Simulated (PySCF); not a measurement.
## ZnO⁺: energy against distance

Set-up: basis Zn cc-pVDZ-PP with ECP10, O cc-pVDZ; scalar-relativistic core potentials; PySCF 2.14. Energies in eV from Zn⁺ + O in their ground configurations at the same level. State: ²Π (doublet), unpaired electrons π ↑.

```tsv
R (Å)	PBE0
1.539	-0.683
1.611	-1.219
1.683	-1.505
1.736	-1.602
1.790	-1.626
1.844	-1.596
1.915	-1.498
2.005	-1.323
2.112	-1.090
2.255	-0.808
```

**Question.** Put a parabola through the three lowest points of the PBE0 curve and estimate Re, k and ωe (reduced mass 12.79 u; 1 eV/Å² = 0.16022 mdyn/Å; ωe = 1302.8·√(k/μ) cm⁻¹).

**Answer.** Through R = 1.736, 1.79, 1.844 Å the second-order coefficient is 9.26 eV/Å², so Re ≈ 1.787 Å, k ≈ 2.97 mdyn/Å and ωe ≈ 627 cm⁻¹. A polynomial fit of higher order to the unrounded PBE0 energies gives Re = 1.784 Å, k = 3.10 mdyn/Å, ωe = 641 cm⁻¹; anharmonicity and rounding make the difference.

The higher-order fit for each curve: PBE0: Re = 1.784 Å, ωe = 641 cm⁻¹, De = 1.63 eV.

⟨S²⟩ of the unrestricted solution departs from its pure value on part of the curve, where spin states mix. For an ion De counts to the pair picked by the measured ionisation energies or electron affinities, which need not be the lowest pair at this level. The state was picked by a PBE0 search and need not be the measured ground state.
